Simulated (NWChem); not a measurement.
**Lowest excitation of HBF$_{2}$**

```xyz
4

B      0.0000     0.0000    -0.4612
H      0.0000     0.0000    -1.6724
F     -1.1351     0.0000     0.2210
F      1.1351     0.0000     0.2210
```
Charge 0, spin multiplicity 1.

All runs are NWChem calculations. All single points use one geometry, from PBE/def2-SVP, a minimum by its harmonic frequencies.

Basis set: aug-cc-pVDZ.

| method | lowest vertical singlet excitation energy (eV) | relative cost | difference from EOM-CCSD |
|---|---|---|---|
| TD-BHandHLYP | 8.96 | under 3 | -0.02 |
| CIS | 9.91 | under 3 | +0.94 |
| EOM-CCSD | 8.98 | 6 | 0.00 |
| TD-PBE | 7.89 | 1 | -1.08 |
| TD-B3LYP | 8.37 | under 3 | -0.61 |

The values span 2.02 eV, from TD-PBE (lowest) to CIS (highest). Costs are rough ratios of processor time within this set of runs, SCF included, with TD-PBE as 1.

The correlated methods keep 3 core orbitals frozen. B3LYP has NWChem's definition, with VWN1-RPA local correlation. The structure started from a generated list of species. No row is a measurement; the coupled-cluster row has its own basis-set and correlation limits.
